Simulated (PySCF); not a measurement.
Delta-SCF ions had no search for a lower state. Excitations are Tamm–Dancoff values on a coarser integration grid. The basis has no diffuse functions, so Rydberg states are missing or too high.

C9H6BNS, SMILES `Bc1cc2sccc2cc1C#N` (charge 0, multiplicity 1)

Level of theory: r2SCAN-D4/def2-TZVP // r2SCAN-D4/def2-SVP (PySCF).

```json
{
 "HOMO": "-6.42 eV",
 "dipole_moment": "6.37 D",
 "HOMO–LUMO gap": "3.13 eV",
 "LUMO": "-3.29 eV",
 "S1 excitation (TDA)": "3.59 eV",
 "S1 oscillator strength": "0.103",
 "brightest of the four lowest singlets (TDA)": "4.62 eV",
 "T1 excitation (TDA)": "2.78 eV",
 "S1–T1 gap (TDA)": "0.81 eV",
 "vertical ionisation energy (Delta-SCF)": "8.60 eV",
 "total_energy": "-824.2376 Ha",
 "cost": "about 100 core-minutes (a rough figure)"
}
```

```xyz
18

B     -2.8538     1.0180     0.6169
C     -1.4360     0.4971     0.3011
C     -0.3212     1.2307     0.7448
C      0.9728     0.7832     0.4738
S      2.4717     1.5441     0.9342
C      3.3867     0.2843     0.1716
C      2.6094    -0.6797    -0.4118
C      1.2101    -0.4188    -0.2538
C      0.1048    -1.1651    -0.7053
C     -1.1887    -0.7160    -0.4333
C     -2.2810    -1.5099    -0.9137
N     -3.1406    -2.1833    -1.3213
H     -3.8347     0.4201     0.2555
H     -2.9642     2.0473     1.2399
H     -0.4843     2.1559     1.3049
H      4.4764     0.3295     0.1988
H      3.0149    -1.5466    -0.9366
H      0.2577    -2.0909    -1.2657
```
Charge 0, spin multiplicity 1.
